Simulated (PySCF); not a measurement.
KH: from constants to spectrum

RHF-CCSD(T) constants of KH, ¹Σ⁺ (singlet), closed shell (K 6-311G(d,p), H 6-311G(d,p); no relativity (PySCF 2.14); masses 38.9637 and 1.0078 u):

```
ωe              : 982.7 cm⁻¹
ωexe            : 18.6 cm⁻¹
Be              : 3.3676 cm⁻¹
αe              : 0.0918 cm⁻¹
D (centrifugal) : 0.000158 cm⁻¹
De to K + H     : 1.51 eV
```

(1) Give the vibrational terms G(v) and spacings up to v = 6.

(2) How well does the Morse estimate ωe²/(4ωexe) reproduce De, and what is D0?

Measured values (Huber and Herzberg, Constants of Diatomic Molecules (1979)): ωe = 983.6 cm⁻¹, ωexe = 14.32 cm⁻¹, Be = 3.4123 cm⁻¹, αe = 0.0817 cm⁻¹.

Correlated steps freeze 5 core orbitals. Where the molecule has an RHF reference, its open-shell atoms are computed with UHF. The CCSD T1 diagnostic is raised, a sign that a single reference may not be enough here.

Answers

(1) G(v) = ωe(v+½) − ωexe(v+½)².

```json
{"v": "0", "G(v) (cm⁻¹)": "486.7", "G(v) − G(v−1)": "", "Bv (cm⁻¹)": "3.322"}
{"v": "1", "G(v) (cm⁻¹)": "1432.2", "G(v) − G(v−1)": "945.5", "Bv (cm⁻¹)": "3.230"}
{"v": "2", "G(v) (cm⁻¹)": "2340.5", "G(v) − G(v−1)": "908.3", "Bv (cm⁻¹)": "3.138"}
{"v": "3", "G(v) (cm⁻¹)": "3211.6", "G(v) − G(v−1)": "871.1", "Bv (cm⁻¹)": "3.046"}
{"v": "4", "G(v) (cm⁻¹)": "4045.5", "G(v) − G(v−1)": "833.9", "Bv (cm⁻¹)": "2.954"}
{"v": "5", "G(v) (cm⁻¹)": "4842.2", "G(v) − G(v−1)": "796.7", "Bv (cm⁻¹)": "2.863"}
{"v": "6", "G(v) (cm⁻¹)": "5601.7", "G(v) − G(v−1)": "759.5", "Bv (cm⁻¹)": "2.771"}
```

(2) It gives 1.61 eV, 107 % of the computed De. D0 = De − G(0) = 1.51 − 0.06 = 1.45 eV.
